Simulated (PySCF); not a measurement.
I3Zr (SMILES [I][Zr]([I])[I]), doublet, geometry from GFN2-xTB (such geometries of metal compounds can be far from the true shape) (the multiplicity is a formal guess) (all electrons, no relativity).

PySCF was given this input:
```python
from pyscf import gto, scf, dft

mol = gto.M(
    atom='''
Zr   -0.368387    0.352513    0.734126
I    -1.910941   -1.656243   -0.437396
I     0.065797    2.210465   -1.302178
I     2.123172   -0.820269    1.185517
''',
    basis='3-21g',
    charge=0,
    spin=1,
    verbose=4,
)

mf = dft.UKS(mol)
mf.xc = 'tpss'
mf.kernel()
```

Give the nuclear repulsion energy at the level PySCF with TPSS/3-21G.

2213.1655 Eh

Predict the Mulliken (on the basis functions themselves) charges in atom order from TPSS/3-21G.

Zr1 0.30, I2 -0.10, I3 -0.10, I4 -0.10

Predict the dipole moment from TPSS/3-21G.

3.29 D

Give the HOMO energy at the level TPSS/3-21G.

-4.87 eV

What is the computed <S^2> (TPSS/3-21G)?

0.757

These values belong to the state on which the SCF converged, which isn't shown to be the lowest.
